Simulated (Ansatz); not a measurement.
Basis sets compared for Ge3O4⁺. Total charge 1; doublet. Geometry r2SCAN-D4/def2-SVP. Ansatz on 4 threads of Arm Neoverse V1 on a shared host; times are rough, and most runs start from earlier orbitals.

```xyz
7

Ge    0.079    2.228    0.393
Ge   -0.134   -0.330   -0.676
Ge    0.091   -1.064    1.995
O     0.714    0.428    0.873
O     0.702   -1.002   -2.062
O    -0.732    1.307   -0.961
O    -0.721   -1.567    0.438
```

Another isomer (doublet) lies 0.11 eV lower at PBE-D4/def2-TZVP; other spin states weren't run for this one.

```csv
level,functions,energy (Eh),HOMO (eV),LUMO (eV),wall time
PBE-D4/def2-SVP,152,-6529.4789,-12.39,-11.47,4.9 s
PBE0-D4/def2-SVP,152,-6529.6042,-13.66,-9.66,11 s
```

Problem. Estimate the rows for PBE-D4/def2-TZVP (with forces), PBE0-D4/def2-TZVP.

Solution. 
| level | functions | energy (Eh) | HOMO (eV) | LUMO (eV) | wall time |
| --- | --- | --- | --- | --- | --- |
| PBE-D4/def2-TZVP (with forces) | 268 | -6530.6389 | -12.38 | -11.48 | 10 s |
| PBE0-D4/def2-TZVP | 268 | -6530.7668 | -13.58 | -9.62 | 84 s |
